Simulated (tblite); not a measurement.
A geometry optimisation, step by step.

Compound: C₃H₈OSeSi.
Numbering: `[CH3:1][O:2][C@H:3]1[CH2:4][SiH2:5][Se:6]1` (hydrogens: H7, H8, H9 on C1; H10 on C3; H11, H12 on C4; H13, H14 on Si5)

Computed with GFN2-xTB (tblite), gas phase: L-BFGS steps from a force-field or distance-geometry start until the largest atomic force falls under 0.01 eV/Å. 14 of its 119 geometries are shown.

Step 0: E = -529.5412 eV, largest atomic force 2.813 eV/Å
```
atom  x, y, z in Å  |  force x, y, z in eV/Å
C1     -2.375    0.109    0.158   -1.770   1.436  -0.696
O2     -1.087    0.344   -0.275    0.622  -0.228   0.632
C3     -0.128    0.228    0.747   -0.447  -0.750   0.129
C4      0.919   -0.761    0.310    0.810  -2.660  -0.427
Si5     2.436    0.306    0.030    0.228   0.443   0.349
Se6     0.974    1.817    0.942    0.395   1.351   0.148
H7     -3.030    0.233   -0.750    0.534  -0.278   0.680
H8     -2.684    0.940    0.844    0.027  -0.715  -0.052
H9     -2.566   -0.871    0.596    0.253  -0.010   0.099
H10    -0.542   -0.022    1.760   -0.108   0.181  -0.878
H11     1.092   -1.605    1.045   -0.339   0.821  -0.665
H12     0.681   -1.256   -0.668   -0.340   0.289   0.877
H13     2.736    0.580   -1.362    0.123   0.034  -0.138
H14     3.572   -0.041    0.881    0.010   0.085  -0.058
```

Step 9: E = -529.8641 eV, largest atomic force 0.173 eV/Å
```
atom  x, y, z in Å  |  force x, y, z in eV/Å
C1     -2.412    0.158    0.157   -0.015  -0.031   0.016
O2     -1.077    0.318   -0.261   -0.050   0.042   0.101
C3     -0.113    0.179    0.719    0.000  -0.172  -0.022
C4      0.957   -0.833    0.286    0.022   0.017  -0.031
Si5     2.434    0.344    0.056   -0.006  -0.087  -0.036
Se6     0.995    1.884    0.935   -0.050   0.008  -0.010
H7     -3.013    0.239   -0.744   -0.068   0.041  -0.037
H8     -2.723    0.922    0.877    0.083   0.046  -0.017
H9     -2.562   -0.833    0.603   -0.008   0.028   0.001
H10    -0.552   -0.035    1.698   -0.005  -0.002  -0.014
H11     1.091   -1.618    1.028    0.016   0.030   0.047
H12     0.628   -1.309   -0.635    0.011  -0.032  -0.029
H13     2.759    0.590   -1.345    0.050   0.038  -0.005
H14     3.586   -0.005    0.881    0.018   0.074   0.037
```

Step 18: E = -529.8831 eV, largest atomic force 0.157 eV/Å
```
atom  x, y, z in Å  |  force x, y, z in eV/Å
C1     -2.428    0.188    0.166    0.050  -0.078   0.020
O2     -1.092    0.277   -0.271   -0.018  -0.034   0.056
C3     -0.122    0.132    0.702    0.030  -0.137  -0.068
C4      0.965   -0.867    0.267    0.059   0.121   0.013
Si5     2.434    0.335    0.040    0.002  -0.048  -0.034
Se6     0.968    1.849    0.911   -0.106   0.102   0.054
H7     -3.049    0.286   -0.720   -0.005   0.080  -0.057
H8     -2.686    0.969    0.887    0.069   0.028  -0.017
H9     -2.608   -0.796    0.614   -0.067   0.001   0.082
H10    -0.553   -0.095    1.685    0.008   0.024  -0.097
H11     1.123   -1.615    1.043    0.018  -0.030  -0.041
H12     0.644   -1.381   -0.639    0.029   0.037   0.059
H13     2.824    0.625   -1.339   -0.036  -0.039   0.033
H14     3.581    0.092    0.912   -0.035  -0.027  -0.005
```

Step 27: E = -529.9455 eV, largest atomic force 0.276 eV/Å
```
atom  x, y, z in Å  |  force x, y, z in eV/Å
C1     -2.445    0.236    0.192    0.240   0.014   0.006
O2     -1.142   -0.001   -0.314   -0.053  -0.044   0.207
C3     -0.153   -0.012    0.639    0.048  -0.271   0.000
C4      1.032   -0.905    0.239    0.016   0.192  -0.014
Si5     2.400    0.425    0.046    0.035  -0.269  -0.049
Se6     0.789    1.814    0.866   -0.108   0.075  -0.109
H7     -3.075    0.464   -0.662   -0.059  -0.065  -0.069
H8     -2.438    1.096    0.869   -0.022   0.026   0.031
H9     -2.825   -0.650    0.726    0.094   0.186  -0.113
H10    -0.561   -0.250    1.628    0.048  -0.020   0.024
H11     1.250   -1.623    1.032   -0.059   0.016  -0.124
H12     0.783   -1.459   -0.666    0.023   0.055   0.072
H13     2.883    0.633   -1.328   -0.148   0.053   0.193
H14     3.502    0.231    0.993   -0.055   0.052  -0.055
```

Step 36: E = -530.0044 eV, largest atomic force 0.141 eV/Å
```
atom  x, y, z in Å  |  force x, y, z in eV/Å
C1     -2.411    0.291    0.198    0.078  -0.047   0.042
O2     -1.172   -0.199   -0.273   -0.018  -0.014   0.046
C3     -0.163   -0.135    0.645    0.036  -0.071  -0.011
C4      1.060   -0.950    0.232    0.030   0.052  -0.051
Si5     2.345    0.445    0.081    0.061  -0.008  -0.035
Se6     0.627    1.791    0.733   -0.014  -0.041   0.118
H7     -3.019    0.544   -0.669    0.039  -0.074   0.018
H8     -2.261    1.188    0.812    0.002   0.019  -0.077
H9     -2.907   -0.478    0.802   -0.054   0.066   0.002
H10    -0.499   -0.377    1.661   -0.063   0.126   0.009
H11     1.294   -1.703    0.982   -0.026  -0.029  -0.047
H12     0.861   -1.455   -0.709   -0.065  -0.039  -0.027
H13     2.807    0.705   -1.277    0.002   0.017  -0.026
H14     3.437    0.333    1.042   -0.009   0.043   0.042
```

Step 45: E = -530.0228 eV, largest atomic force 0.096 eV/Å
```
atom  x, y, z in Å  |  force x, y, z in eV/Å
C1     -2.394    0.297    0.196    0.046  -0.023   0.023
O2     -1.175   -0.266   -0.236   -0.045   0.057   0.005
C3     -0.158   -0.164    0.665    0.000  -0.062  -0.009
C4      1.060   -0.969    0.218    0.047   0.047  -0.004
Si5     2.336    0.440    0.081    0.014   0.018  -0.005
Se6     0.611    1.765    0.756   -0.028   0.039   0.019
H7     -2.981    0.503   -0.697   -0.034  -0.027   0.041
H8     -2.206    1.230    0.743   -0.035   0.017  -0.088
H9     -2.928   -0.401    0.852    0.005   0.042  -0.013
H10    -0.484   -0.370    1.692    0.009  -0.063   0.015
H11     1.296   -1.755    0.930    0.022  -0.011   0.021
H12     0.838   -1.443   -0.736   -0.037   0.018  -0.010
H13     2.776    0.746   -1.276    0.022  -0.032   0.018
H14     3.407    0.387    1.071    0.013  -0.020  -0.014
```

Step 54: E = -530.0368 eV, largest atomic force 0.103 eV/Å
```
atom  x, y, z in Å  |  force x, y, z in eV/Å
C1     -2.388    0.311    0.185    0.037  -0.019   0.012
O2     -1.174   -0.293   -0.199   -0.056   0.011  -0.061
C3     -0.155   -0.192    0.704   -0.061  -0.062  -0.055
C4      1.063   -0.964    0.203    0.002   0.023   0.007
Si5     2.324    0.459    0.090    0.011  -0.035  -0.010
Se6     0.582    1.740    0.817    0.029   0.062   0.009
H7     -2.999    0.397   -0.712    0.012  -0.034  -0.002
H8     -2.196    1.310    0.593   -0.014   0.038   0.008
H9     -2.910   -0.294    0.932    0.022   0.015   0.059
H10    -0.462   -0.444    1.726   -0.027   0.012   0.000
H11     1.329   -1.778    0.871   -0.006  -0.025   0.036
H12     0.804   -1.395   -0.762    0.054  -0.012  -0.023
H13     2.784    0.742   -1.265   -0.014   0.039   0.014
H14     3.397    0.399    1.076    0.012  -0.013   0.004
```

Step 64: E = -530.0494 eV, largest atomic force 0.104 eV/Å
```
atom  x, y, z in Å  |  force x, y, z in eV/Å
C1     -2.388    0.321    0.186    0.036  -0.017  -0.041
O2     -1.176   -0.267   -0.223   -0.060  -0.026  -0.067
C3     -0.162   -0.201    0.685   -0.061   0.005  -0.016
C4      1.063   -0.968    0.193    0.015   0.014   0.002
Si5     2.323    0.455    0.112    0.103  -0.007   0.009
Se6     0.597    1.727    0.869   -0.060   0.043   0.020
H7     -3.055    0.270   -0.671   -0.059  -0.003  -0.028
H8     -2.228    1.370    0.464    0.037   0.040   0.024
H9     -2.831   -0.210    1.035    0.061  -0.017   0.019
H10    -0.498   -0.471    1.693    0.053  -0.004   0.060
H11     1.317   -1.785    0.864   -0.011  -0.011  -0.012
H12     0.843   -1.389   -0.786   -0.049  -0.028   0.027
H13     2.776    0.785   -1.233   -0.010   0.024  -0.030
H14     3.418    0.362    1.071    0.006  -0.014   0.032
```

Step 73: E = -530.0539 eV, largest atomic force 0.031 eV/Å
```
atom  x, y, z in Å  |  force x, y, z in eV/Å
C1     -2.381    0.327    0.180    0.012  -0.009  -0.005
O2     -1.183   -0.283   -0.232   -0.003   0.010   0.002
C3     -0.168   -0.212    0.676    0.003   0.020   0.005
C4      1.063   -0.969    0.185   -0.004  -0.008  -0.001
Si5     2.326    0.456    0.126    0.002  -0.011  -0.006
Se6     0.582    1.717    0.878   -0.020   0.024  -0.001
H7     -3.084    0.228   -0.644   -0.008  -0.012  -0.004
H8     -2.210    1.390    0.393    0.011  -0.002   0.016
H9     -2.781   -0.157    1.078    0.001   0.009   0.004
H10    -0.492   -0.486    1.688   -0.005  -0.003  -0.001
H11     1.312   -1.792    0.851    0.010  -0.009   0.000
H12     0.839   -1.390   -0.793    0.004  -0.006  -0.009
H13     2.760    0.819   -1.217    0.015   0.004  -0.004
H14     3.417    0.352    1.090   -0.019  -0.007   0.004
```

Step 82: E = -530.0544 eV, largest atomic force 0.013 eV/Å
```
atom  x, y, z in Å  |  force x, y, z in eV/Å
C1     -2.379    0.328    0.181   -0.002  -0.001  -0.001
O2     -1.184   -0.287   -0.234    0.005  -0.012   0.003
C3     -0.168   -0.214    0.673    0.002   0.011   0.002
C4      1.063   -0.971    0.181   -0.006  -0.004  -0.002
Si5     2.321    0.458    0.123    0.007  -0.006   0.001
Se6     0.574    1.718    0.870   -0.003   0.006  -0.003
H7     -3.087    0.227   -0.638   -0.006   0.003   0.002
H8     -2.200    1.391    0.392   -0.009   0.007  -0.001
H9     -2.775   -0.149    1.085   -0.003  -0.006   0.006
H10    -0.493   -0.489    1.686    0.005   0.003  -0.004
H11     1.316   -1.792    0.849    0.003  -0.001   0.000
H12     0.839   -1.395   -0.795    0.002   0.003  -0.010
H13     2.772    0.825   -1.214    0.004  -0.002  -0.001
H14     3.400    0.349    1.099    0.001  -0.001   0.009
```

Step 91: E = -530.0551 eV, largest atomic force 0.046 eV/Å
```
atom  x, y, z in Å  |  force x, y, z in eV/Å
C1     -2.386    0.320    0.190   -0.001   0.001   0.013
O2     -1.190   -0.288   -0.232   -0.041   0.000   0.020
C3     -0.164   -0.204    0.663   -0.009   0.004  -0.004
C4      1.063   -0.966    0.170    0.006   0.001  -0.002
Si5     2.331    0.454    0.126   -0.006  -0.003   0.006
Se6     0.579    1.729    0.835   -0.005   0.017  -0.002
H7     -3.100    0.214   -0.624    0.014  -0.008   0.014
H8     -2.215    1.385    0.397    0.011   0.002  -0.007
H9     -2.776   -0.155    1.099    0.023  -0.008  -0.028
H10    -0.475   -0.469    1.682   -0.011   0.003   0.005
H11     1.310   -1.791    0.834   -0.013  -0.012  -0.017
H12     0.837   -1.381   -0.811    0.011   0.000   0.003
H13     2.805    0.816   -1.206    0.015  -0.009   0.021
H14     3.380    0.334    1.134    0.005   0.011  -0.022
```

Step 100: E = -530.0586 eV, largest atomic force 0.056 eV/Å
```
atom  x, y, z in Å  |  force x, y, z in eV/Å
C1     -2.410    0.298    0.230    0.035  -0.043   0.006
O2     -1.229   -0.331   -0.204   -0.031   0.019  -0.030
C3     -0.161   -0.182    0.627    0.007  -0.031  -0.009
C4      1.054   -0.949    0.116    0.042   0.005  -0.005
Si5     2.354    0.444    0.161   -0.003  -0.017   0.004
Se6     0.572    1.765    0.694   -0.005  -0.012  -0.016
H7     -3.163    0.114   -0.531   -0.016  -0.002  -0.031
H8     -2.241    1.377    0.333   -0.004   0.033   0.031
H9     -2.746   -0.106    1.192    0.027   0.013   0.013
H10    -0.410   -0.402    1.674   -0.018   0.010   0.015
H11     1.258   -1.826    0.727    0.007  -0.002   0.004
H12     0.843   -1.296   -0.895   -0.014   0.030   0.009
H13     2.965    0.785   -1.119   -0.014  -0.021   0.023
H14     3.314    0.308    1.254   -0.012   0.018  -0.013
```

Step 109: E = -530.0603 eV, largest atomic force 0.030 eV/Å
```
atom  x, y, z in Å  |  force x, y, z in eV/Å
C1     -2.416    0.286    0.251   -0.013  -0.009  -0.001
O2     -1.243   -0.342   -0.205    0.002  -0.001  -0.013
C3     -0.160   -0.173    0.604    0.003   0.011   0.006
C4      1.053   -0.945    0.098    0.002   0.007  -0.008
Si5     2.361    0.437    0.175   -0.009   0.001   0.001
Se6     0.567    1.775    0.606    0.001   0.026   0.009
H7     -3.184    0.101   -0.497    0.012   0.007   0.013
H8     -2.248    1.367    0.352    0.000  -0.004  -0.002
H9     -2.729   -0.115    1.221    0.011   0.002  -0.005
H10    -0.393   -0.362    1.660   -0.004  -0.013   0.020
H11     1.241   -1.839    0.688   -0.018   0.001  -0.011
H12     0.845   -1.256   -0.925    0.012  -0.024  -0.013
H13     3.033    0.751   -1.079   -0.001  -0.015  -0.010
H14     3.272    0.313    1.309    0.004   0.013   0.015
```

Step 118: E = -530.0608 eV, largest atomic force 0.009 eV/Å
```
atom  x, y, z in Å  |  force x, y, z in eV/Å
C1     -2.416    0.284    0.256   -0.006   0.000   0.001
O2     -1.243   -0.337   -0.210   -0.008   0.001  -0.001
C3     -0.159   -0.169    0.597   -0.001   0.002  -0.001
C4      1.052   -0.943    0.091    0.003   0.003   0.000
Si5     2.363    0.436    0.179   -0.004  -0.006  -0.006
Se6     0.569    1.781    0.596   -0.003  -0.002   0.005
H7     -3.189    0.097   -0.487    0.000   0.001   0.002
H8     -2.252    1.365    0.359    0.001  -0.002  -0.001
H9     -2.720   -0.122    1.227    0.005   0.001  -0.005
H10    -0.391   -0.358    1.654    0.002   0.003   0.006
H11     1.230   -1.841    0.679    0.002  -0.002   0.002
H12     0.849   -1.252   -0.933    0.008   0.002  -0.003
H13     3.044    0.730   -1.075    0.000  -0.001  -0.001
H14     3.262    0.327    1.325    0.000   0.000   0.003
```

**Question.** Summarise the path.

**Answer.** The energy falls by 50.14 kJ/mol from step 0 to step 118; nine tenths of that is first reached at step 38. It rises by more than 0.2 meV at step 29. The largest force goes from 2.813 to 0.009 eV/Å. Among the bonds C3–Se6 changes most, from 1.943 to 2.081 Å; the atoms move by 0.529 Å rms after alignment.

What follows is the cost of the whole relaxation. Hardware: one thread of an Intel Xeon at 2.50 GHz, no GPU, shared host with 64 logical CPUs at a one-minute load of 64. Cost: 3.0 s wall, 2.3 s CPU.
